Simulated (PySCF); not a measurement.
## Dipole response of Au³⁺ (gold, charge +3)

[Xe] 4f14 5d8, high-spin 3F determinant. Computed with PySCF 2.14 in x2c-TZVPPall with one added diffuse shell each of s, p, d, f type (12s8p8d4f1g, 113 functions), with scalar relativity by spin-free X2C-1e. Coupled (time-dependent) response in atomic units; α is the mean over directions.

```
method  mean α (bohr³)  C₆ (like pair)  S(−4)
  PBE0           5.960           34.28  5.893
```

S(−4) is the Cauchy moment in α(ω) = α(0) + S(−4) ω² + …

Spin-orbit coupling is absent.

α(iu) at PBE0:

```json
{"u (hartree)": "0", "α(iu) (bohr³)": "5.960"}
{"u (hartree)": "0.0500", "α(iu) (bohr³)": "5.945"}
{"u (hartree)": "0.100", "α(iu) (bohr³)": "5.902"}
{"u (hartree)": "0.200", "α(iu) (bohr³)": "5.739"}
{"u (hartree)": "0.300", "α(iu) (bohr³)": "5.499"}
{"u (hartree)": "0.500", "α(iu) (bohr³)": "4.909"}
{"u (hartree)": "0.750", "α(iu) (bohr³)": "4.169"}
{"u (hartree)": "1.00", "α(iu) (bohr³)": "3.532"}
{"u (hartree)": "1.50", "α(iu) (bohr³)": "2.578"}
{"u (hartree)": "2.00", "α(iu) (bohr³)": "1.936"}
{"u (hartree)": "3.00", "α(iu) (bohr³)": "1.184"}
{"u (hartree)": "5.00", "α(iu) (bohr³)": "0.5609"}
```

For an ion, C₆ is the dispersion term alone; charge-induced terms of lower order in 1/R come first.

Spin-orbit coupling, absent here, splits the open shell strongly.
